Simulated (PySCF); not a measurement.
# Radiative rates from a computed spectrum

2-penten-4-olide, C₅H₆O₂.
Z-matrix (Å and degrees, GFN2-xTB geometry), rows numbered from 1:
```
C 
C   1  1.5289
C   2  1.4988  1  112.91
C   3  1.3273  2  109.27  1   118.60
C   4  1.4834  3  108.04  2     1.05
O   5  1.1974  4  129.02  3   179.52
O   5  1.3534  4  107.64  3    -0.15
H   1  1.0863  2  109.82  3    65.24
H   1  1.0861  2  109.61  3  -174.55
H   1  1.0873  2  109.87  3   -55.08
H   2  1.0988  1  109.47  3  -124.84
H   3  1.0738  2  121.70  1   -60.31
H   4  1.0722  3  129.58  2  -179.02
```

Method: TDDFT PBE0/def2-SVPD, vertical, gas phase, core orbitals frozen in the response (PySCF).

Computed singlets with f of 0.002 or more:

| state | E (eV) | f |
| --- | --- | --- |
| S2 | 6.23 | 0.209 |
| S3 | 6.83 | 0.106 |
| S4 | 7.37 | 0.0036 |
| S5 | 7.66 | 0.022 |
| S6 | 7.73 | 0.0044 |
| S7 | 7.78 | 0.011 |

Problem. Turn these into Einstein A coefficients, radiative lifetimes, transition dipoles and integrated cross-sections.

Solution. A / s⁻¹ = 0.6670 f (ν̃ / cm⁻¹)² and τ = 1/A in vacuum; |μ| follows from f = (2/3) ΔE |μ|² (atomic units, 1 au = 2.5417 D); ∫σ dE = 109.76 f Mb·eV.

```json
{"state": "S2", "A (s⁻¹)": "3.5×10⁸", "τ": "2.8 ns", "|μ| (D)": "2.97", "∫σ dE (Mb·eV)": "23"}
{"state": "S3", "A (s⁻¹)": "2.1×10⁸", "τ": "4.7 ns", "|μ| (D)": "2.02", "∫σ dE (Mb·eV)": "12"}
{"state": "S4", "A (s⁻¹)": "8.5×10⁶", "τ": "120 ns", "|μ| (D)": "0.36", "∫σ dE (Mb·eV)": "0.39"}
{"state": "S5", "A (s⁻¹)": "5.6×10⁷", "τ": "18 ns", "|μ| (D)": "0.87", "∫σ dE (Mb·eV)": "2.4"}
{"state": "S6", "A (s⁻¹)": "1.1×10⁷", "τ": "87 ns", "|μ| (D)": "0.39", "∫σ dE (Mb·eV)": "0.49"}
{"state": "S7", "A (s⁻¹)": "2.9×10⁷", "τ": "34 ns", "|μ| (D)": "0.61", "∫σ dE (Mb·eV)": "1.2"}
```

Leading configurations: S2 H-1→L (81%); S3 H-2→L (81%); S4 H-3→L (94%); S5 H→L+1 (72%); S6 H→L+5 (53%); S7 H-1→L+1 (91%) (H = HOMO, L = LUMO).

The rates are for emission to S0 at the absorption energy, with no other channel.

Problem. By what factor does the largest A in the list exceed the smallest?

Solution. S2 has 42 times the rate of S4.

Problem. Suppose S2 emitted 0.3 eV lower with the same transition dipole. How would A change?

Solution. At fixed |μ|, A goes as the cube of the energy: (5.93/6.23)³ = 0.86, which makes τ about 3.3 ns.

Problem. What is the integrated cross-section of all computed states together?

Solution. Σf = 0.356 over S1 to S8, so 109.76 × Σf ≈ 39.1 Mb·eV.
